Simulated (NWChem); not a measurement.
PbF₂, singlet; SMILES [Pb]([F])[F]

Computed with NWChem. Low-valent species are run as closed-shell singlets; no triplet was tried in these runs. Coordinates come from a PBE0/def2-SVP optimisation. No frequency run checked for a minimum. def2 effective core potentials on Pb; no spin-orbit coupling. Gas phase, vertical.

PBE0/def2-SVPD, TDA puts singlet state 1 at 5.07 eV with oscillator strength 0.068.

Give the wavelength, the transition dipole and the radiative lifetime of that state in vacuum.


1. λ = 1239.84/5.07 = 245 nm, or 40890 cm⁻¹.
2. f = (2/3) ΔE μ² in atomic units, so μ = √(1.5 f/ΔE) = 0.74 a.u. = 1.88 D.
3. τ = 1.499 s cm⁻² / (f ν²) = 13 ns, for a non-degenerate state that emits at the vertical energy.
